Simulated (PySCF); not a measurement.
Al(OH)(OMe)(SiH3) (CH₇AlO₂Si), SMILES [OH][Al]([SiH3])[O]C. Atoms are numbered in the order given.

```xyz
12

Al     0.2465    -0.1074     0.2024
O      1.5100    -0.7008     1.1812
H      2.0834    -1.4589     1.0415
O     -0.2036    -0.8341    -1.2636
C      0.0927    -1.8891    -2.1252
H      0.3730    -1.5107    -3.1254
H      0.9278    -2.5207    -1.7627
H     -0.7869    -2.5458    -2.2566
Si    -0.9428     1.8660     0.9621
H     -1.5420     1.6450     2.3148
H     -2.0468     2.2386     0.0266
H     -0.0201     3.0384     1.0716
```

The structure is a stationary point at B3LYP-D3(BJ)/def2-SVP. The values are those of a single conformer.

Computed with PBE0/def2-TZVP (PySCF).

Isolated molecule, no solvent.

### Question
Estimate the frontier levels, gap, dipole moment and polarisability. (An estimate is asked for; the answer gives what the named calculation found.)

### Answer

```json
{
 "highest_occupied_level": "-8.06 eV",
 "lowest_empty_level": "-0.75 eV",
 "orbital_gap": "7.32 eV",
 "dipole_moment": "2.17 D",
 "quadrupole, principal values (traceless, Buckingham form, about the centre of nuclear charge)": "-6.10, 1.77, 4.34 D·Å",
 "mean_static_polarisability": "75.2 bohr³ (11.14 Å³)",
 "polarisability_principal_values": "62.6, 70.8, 92.1 bohr³"
}
```
